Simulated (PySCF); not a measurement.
# Computed properties of F₂GaH₃OSi, SMILES [F][Ga]([F])[O][SiH3]

Ga(F)2(OSiH3) (F₂GaH₃OSi), SMILES [SiH3][O][Ga]([F])[F]. Geometry optimised at B3LYP-D3(BJ)/def2-SVP. The structure was generated by enumeration; whether it is a known compound was not checked. The values are those of a single conformer. All values are computed for the isolated molecule unless a solvent is named; none is compared with measurement here.

**Structure.** The optimised structure has Cs symmetry. All 18 harmonic modes at B3LYP-D3(BJ)/def2-SVP (PySCF) are real, so it is a minimum. With heavy atoms numbered as in [Ga:1]([F:2])([F:3])[O:4][SiH3:5], the shortest bond between them is O4–Si5 at 1.672 Å and the longest Ga1–O4 at 1.754 Å.

**Vibrations.** The strongest infrared lines (harmonic, unscaled, degenerate partners summed) lie at 994 cm⁻¹ (639 km/mol, H 58 %, Si 21 %, O 20 %), 2224 cm⁻¹ (151 km/mol, H 96 %), 2250 cm⁻¹ (118 km/mol, H 97 %). The softest mode is at 27 cm⁻¹ and the zero-point energy is 21.2 kcal/mol.

**Electronic structure.** PBE0/def2-TZVP (PySCF) places the frontier levels at -9.26 and -2.02 eV, a gap of 7.24 eV, and gives a dipole moment of 1.58 D and a mean polarisability of 50.2 bohr³. PBE/def2-TZVP (PySCF) at the same geometry gives -7.81 and -3.02 eV, so its gap is 2.45 eV narrower. An orbital gap is neither the optical nor the fundamental gap.

**Excitations.** TDDFT-B3LYP/def2-SVPD (PySCF) has S1 at 5.52 eV (224 nm, f = 0.005, weak); the most intense of the 10 singlets computed lies at 7.58 eV (f = 0.13). T1 (TDA) is at 5.27 eV. TDDFT-PBE/def2-SVPD (PySCF) puts S1 at 4.76 eV. No vertical singlet excitation falls in the visible range (under 3.1 eV).

**NMR.** GIAO shifts at HF/pcSseg-1 (PySCF) (non-relativistic, atoms alike by connectivity averaged): ¹H at 4.9 ppm against TMS; ²⁹Si at -34.6 ppm against TMS; ¹⁹F at -185.9 ppm against CFCl3.
